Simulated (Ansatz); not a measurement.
Geometry optimisation, Ansatz, RKS PBE-D4/def2-SVP.

input.yaml

```yaml
crystal:
  periodic: [false, false, false]
  atoms:
    - { symbol: C, position_ang: [-1.05, 1.1964, -0.2349] }
    - { symbol: B, position_ang: [-0.1893, 0.0533, 0.2832] }
    - { symbol: "N", position_ang: [-0.3529, -0.422, 1.7082] }
    - { symbol: Si, position_ang: [1.1766, -0.7669, -0.9137] }
    - { symbol: H, position_ang: [-1.7098, 0.8762, -1.1169] }
    - { symbol: H, position_ang: [-1.7697, 1.6104, 0.562] }
    - { symbol: H, position_ang: [-0.4297, 2.0841, -0.578] }
    - { symbol: H, position_ang: [-0.5082, -1.4257, 1.6819] }
    - { symbol: H, position_ang: [0.6232, -0.3125, 2.2112] }
    - { symbol: H, position_ang: [2.0623, 0.2371, -1.3533] }
    - { symbol: H, position_ang: [0.385, -1.3535, -2.0419] }
    - { symbol: H, position_ang: [1.8396, -1.8321, -0.1736] }
basis:
  gaussian: { orbitals: def2-SVP }
hamiltonian:
  xc: pbe
  dispersion: d4
relax:
  f_tol: 0.015
  max_steps: 40
```

Command:

```bash
$ ansatz run input.yaml --threads 2 --pin off --max-ram 3072MiB --backend cpu --events-out ev --progress --plain --runs-dir out
```

**Question.** Where does it end, and by what steps?

**Answer.** The forces met the threshold. After 15 steps the energy has fallen by 1.782 eV; H9 moved furthest, 1.43 Å.

```json
{"step": "0", "energy less start (eV)": "0.0000", "largest force component (eV/Å)": "1.967", "accepted": "yes"}
{"step": "1", "energy less start (eV)": "-0.4071", "largest force component (eV/Å)": "0.881", "accepted": "yes"}
{"step": "2", "energy less start (eV)": "-0.5459", "largest force component (eV/Å)": "1.140", "accepted": "yes"}
{"step": "3", "energy less start (eV)": "-0.7252", "largest force component (eV/Å)": "1.810", "accepted": "yes"}
{"step": "4", "energy less start (eV)": "-0.9345", "largest force component (eV/Å)": "2.247", "accepted": "yes"}
{"step": "5", "energy less start (eV)": "-1.2018", "largest force component (eV/Å)": "1.881", "accepted": "yes"}
{"step": "6", "energy less start (eV)": "-1.4944", "largest force component (eV/Å)": "1.115", "accepted": "yes"}
{"step": "7", "energy less start (eV)": "-1.6656", "largest force component (eV/Å)": "0.922", "accepted": "yes"}
{"step": "8", "energy less start (eV)": "-1.6977", "largest force component (eV/Å)": "0.915", "accepted": "yes"}
{"step": "9", "energy less start (eV)": "-1.7226", "largest force component (eV/Å)": "0.514", "accepted": "yes"}
{"step": "10", "energy less start (eV)": "-1.7787", "largest force component (eV/Å)": "0.071", "accepted": "yes"}
{"step": "11", "energy less start (eV)": "-1.7814", "largest force component (eV/Å)": "0.024", "accepted": "yes"}
{"step": "12", "energy less start (eV)": "-1.7818", "largest force component (eV/Å)": "0.028", "accepted": "yes"}
{"step": "13", "energy less start (eV)": "-1.7820", "largest force component (eV/Å)": "0.029", "accepted": "yes"}
{"step": "14", "energy less start (eV)": "-1.7820", "largest force component (eV/Å)": "0.017", "accepted": "yes"}
{"step": "15", "energy less start (eV)": "-1.7821", "largest force component (eV/Å)": "0.010", "accepted": "yes"}
```

```xyz
12
Properties=species:S:1:pos:R:3
C -1.018 1.267 -0.124
B -0.130 0.027 0.301
N -0.182 -0.481 1.606
Si 1.123 -0.881 -1.026
H -1.677 1.004 -0.979
H -1.660 1.664 0.692
H -0.378 2.100 -0.490
H 0.370 -1.276 1.932
H -0.785 -0.085 2.333
H 2.154 0.075 -1.578
H 0.378 -1.432 -2.221
H 1.881 -2.038 -0.411
```

Run time: 22 s on 2 threads of Intel(R) Xeon(R) Platinum 8488C (Sapphire Rapids) (shared host), peak memory 0.17 GiB.
